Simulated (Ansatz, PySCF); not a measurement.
Gas-phase reaction (SMILES): Cl[Te](Cl)Cl -> Cl[Te]Cl + Cl atom; the Cl-Te bond at the site shown breaks (other sites are not compared here).

Each molecule is optimised on its own at B3LYP-D3(BJ)/def2-TZVP (Ansatz, an electronic-structure program). Cores are frozen in the correlated levels unless marked. UHF or UKS for open shells. Spin-orbit coupling is left out. Frozen are the shells of the preceding noble gas and the d and f shells that filled before the atom's block. In def2 rows, elements after Kr have scalar-relativistic effective core potentials. Basis-set limits of correlation are two-point, X^-3; Hartree-Fock from the larger set. Thermal terms are rigid-rotor harmonic-oscillator values from B3LYP-D3(BJ) frequencies (Ansatz or PySCF) at 298.15 K and 1 atm. 1 Eh = 627.5095 kcal/mol. Atoms have translation alone.

```
species       E, CCSD(T)/CBS(def2-TZVPP,def2-QZVPP) (Ansatz) (Eh)  E, PBE/def2-TZVPD (Ansatz) (Eh)  H - E (Eh)
------------  ---------------------------------------------------  -------------------------------  ----------
Cl[Te](Cl)Cl                                          -1646.52444                      -1648.15347     0.01004
Cl[Te]Cl                                              -1186.75489                      -1188.11455     0.00710
Cl atom                                                -459.70849                       -459.95933     0.00236
```

Question: Work out ΔE and ΔH at 298.15 K at the first level, then ΔH at the second.

Answer: 
1. ΔE = [(-1186.75489) + (-459.70849)] - [(-1646.52444)] = 0.06106 Eh = 38.3 kcal/mol at CCSD(T)/CBS(def2-TZVPP,def2-QZVPP).
2. The terms H - E add up to -0.00058 Eh, so ΔH = (0.06106 + (-0.00058))×627.5095 = 38.0 kcal/mol.
3. At PBE/def2-TZVPD the same steps give ΔE = 49.9 and ΔH = 49.6 kcal/mol, a shift of +11.6 from the first level.
4. These values are not checked against measurement here, since the tables used lack a sound gas-phase enthalpy of formation for at least one species.
